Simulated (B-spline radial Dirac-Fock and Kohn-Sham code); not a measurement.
Core-level shifts of cobalt with charge state

These are calculated numbers from a B-spline atomic structure program; the model is Dirac-Fock (average of configuration) total-energy differences with a finite nucleus, the Breit interaction including its frequency dependence, and self-energy and vacuum-polarisation corrections. Each ion is free and in its tabulated ground configuration. Correlation and solid-state effects are left out.

Reference: Co, [Ar] 3d7 4s2, with 1s 7722.5 eV, 2s 942.8 eV, 3p1/2 77.66 eV, 3p3/2 75.85 eV, 3d 12.57 eV, Kα1 (K-L3) 6928.4 eV, Kβ1 (K-M3) 7646.7 eV, Lℓ (L3-M1) 674.7 eV. Shifts from it, in eV (a dash: the subshell is empty, belongs to an open shell averaged over j, or its hole state is left out as unreliable):

```tsv
ion	configuration	1s	2s	3p1/2	3p3/2	3d	Kα1	Kβ1	Lℓ
Co⁺	[Ar] 3d8	+2.4	+1.2	+3.2	+3.3	+3.3	+0.94	-0.86	-0.97
Co²⁺	[Ar] 3d7	?	?	?	?	?	?	?	?
Co³⁺	[Ar] 3d6	+43.7	+43.9	+40.8	+40.8	+40.5	-0.33	+2.89	+2.85
Co⁴⁺	[Ar] 3d5	+69.1	+70.2	+63.0	+62.8	+62.9	-1.07	+6.29	+6.27
Co⁵⁺	[Ar] 3d4	+97.5	+99.4	+86.9	+86.7	+87.3	-1.82	+10.75	+10.74
Co⁶⁺	[Ar] 3d3	+128.6	+131.3	+112.6	+112.2	+113.7	-2.56	+16.31	+16.27
Co⁷⁺	[Ar] 3d2	+162.3	+165.8	+139.8	+139.4	+142.1	-3.24	+22.97	+22.86
```

Q: Give the missing shifts for Co²⁺.

A: 1s +21.3, 2s +20.8, 3p1/2 +20.8, 3p3/2 +20.8, 3d +20.6, Kα1 +0.36, Kβ1 +0.53, Lℓ +0.45 (eV).

Over this range K (1s) moves by +162.3 eV and Kα1 by -3.2 eV: a line is a difference of two levels that shift in the same direction.
